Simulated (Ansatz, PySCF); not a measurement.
The pair A = HCl (SMILES Cl) (first 2 atoms), B = Cl2 (SMILES ClCl); geometry from B3LYP-D3(BJ)/def2-TZVP.
(charge 0, multiplicity 1):
```xyz
4

Cl     0.424    -0.567    -0.332
H      0.011     0.630    -0.541
Cl    -0.181     0.562     4.727
Cl     0.085     0.032     2.794
```

Frozen-core correlation. CBS: X⁻³ extrapolation of the correlation energy, Hartree–Fock from the larger set. MP2 and its Hartree–Fock in aug-cc-pV(Q+d)Z are density fitted.

Programs: Ansatz (Gaussian orbitals); PySCF for the dispersion terms. Values without a source in brackets are computed.

The monomers are drawn apart, rigid, along the line of their centres of mass. Counterpoise-corrected interaction energies (kcal/mol):

| level | R = 5.488 Å | R = 6.768 Å |
|---|---|---|
| PBE/def2-TZVPPD | -0.3705 | -0.0744 |
| PBE-D3(BJ)/def2-TZVPPD | -0.5859 | -0.1288 |
| wB97M-V/def2-TZVPPD | -0.4633 | -0.1169 |
| MP2/CBS(aug-cc-pV(T+d)Z, aug-cc-pV(Q+d)Z) + ΔCCSD(T)/aug-cc-pV(T+d)Z | -0.4853 | -0.1214 |

Question: R is the distance of the centres of mass. Find the local exponent m of E ∝ R⁻ᵐ between the two points.

Answer: 
m = ln(E₁/E₂)/ln(R₂/R₁): PBE/def2-TZVPPD 7.7; PBE-D3(BJ)/def2-TZVPPD 7.2; wB97M-V/def2-TZVPPD 6.6; MP2/CBS(aug-cc-pV(T+d)Z, aug-cc-pV(Q+d)Z) + ΔCCSD(T)/aug-cc-pV(T+d)Z 6.6. For scale, two fixed dipoles give m = 3, dipole and quadrupole 4, quadrupoles 5, and dispersion or dipole-induced dipole 6 at long range; at these distances several terms mix, and what is left of overlap and damping shifts m, so it need not match one of them.

Ansatz is an electronic-structure program.
